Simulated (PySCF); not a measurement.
**Where the electron goes**

Compound: cis-Zr(NH3)2F4 (singlet state).
Structure used (PBE0-D3(BJ)/def2-SVP), in Å, numbered top down from 1:
```
atom  x, y, z in Å
Zr1   -0.6479   -0.0038   -0.6765
N2    -0.9654   -0.0116    1.7591
H3    -0.6085    0.8130    2.2403
H4    -0.6284   -0.8434    2.2423
H5    -1.9821    0.0017    1.8555
F6    -0.4712    0.0120   -2.5992
N7     1.7950   -0.0078   -0.9003
H8     1.9468   -0.0961   -1.9062
H9     2.2874   -0.7795   -0.4523
H10    2.2253    0.8686   -0.6069
F11   -2.5761    0.0119   -0.5663
F12   -0.1615    1.8145   -0.1719
F13   -0.1827   -1.8316   -0.1955
```

Method used: PySCF, TDDFT CAM-B3LYP/def2-SVPD, vertical, gas phase, core orbitals frozen in the response, def2 core potentials past Kr. Spin–orbit coupling is left out.

Frontier orbitals with the atoms that hold most of them (Löwdin shares over 4%, at most four atoms; ? is withheld):

```json
{"orbital": "LUMO+2", "ε (eV)": "0.73", "atoms": "Zr1 50%, H8 6%, H5 6%, H10 5%"}
{"orbital": "LUMO+1", "ε (eV)": "0.71", "atoms": "Zr1 67%, F11 7%, F6 7%, N7 4%"}
{"orbital": "LUMO", "ε (eV)": "0.08", "atoms": "Zr1 51%, H9 6%, H3 6%, H4 6%"}
{"orbital": "HOMO", "ε (eV)": "-11.20", "atoms": "?"}
{"orbital": "HOMO-1", "ε (eV)": "-11.29", "atoms": "?"}
{"orbital": "HOMO-2", "ε (eV)": "-12.12", "atoms": "F11 33%, F6 32%, F12 27%"}
{"orbital": "HOMO-3", "ε (eV)": "-12.12", "atoms": "F6 35%, F11 35%, F13 24%"}
```

Problem. Give the leading atoms of the HOMO-1.

Solution. N7 (bonded to Zr and 3 H) 26%; N2 (bonded to Zr and 3 H) 24%; F12 (bonded to Zr) 11%; F13 (bonded to Zr) 11%. By element: nitrogen 49%, fluorine 21% or more.

Problem. Give the leading atoms of the HOMO.

Solution. N2 (bonded to Zr and 3 H) 27%; N7 (bonded to Zr and 3 H) 25%; F13 (bonded to Zr) 11%; F12 (bonded to Zr) 11%. By element: nitrogen 52%, fluorine 22% or more.

Within 0.005 eV of a neighbour in this list lie HOMO-3/HOMO-2.

Problem. The HOMO–LUMO gap is 11.28 eV. Where does the response calculation put the lowest singlet, and from which orbitals?

Solution. S1 is at 7.90 eV (f = 0.062), 3.38 eV below the gap, made of HOMO→LUMO+1 (58%), HOMO→LUMO (37%). Its leading pair isn't HOMO and LUMO; the energies of that pair differ by 11.90 eV. 

For S1 the Löwdin share of zirconium is at most 11% in HOMO and 67% in LUMO+1 (ligand-to-metal charge transfer by this measure).

Next come S2 at 8.01 eV (f 0.0008), HOMO-1→LUMO+1 (59%), HOMO-1→LUMO (36%); S3 at 8.28 eV (f 0.092), HOMO→LUMO (42%), HOMO→LUMO+1 (37%), HOMO-1→LUMO+2 (15%); S4 at 8.37 eV (f 0.070), HOMO-1→LUMO (40%), HOMO-1→LUMO+1 (34%), HOMO→LUMO+2 (19%); S5 at 8.53 eV (f 0.0000), HOMO-1→LUMO+3 (95%).

Orbitals of the list HOMO-3 to LUMO+2 that lie within 0.01 eV of each other are written together with a slash and their weights summed (≥ marks a lower bound); for degenerate orbitals outside that list single weights are arbitrary.

Löwdin shares depend on the basis, the more so with diffuse functions.
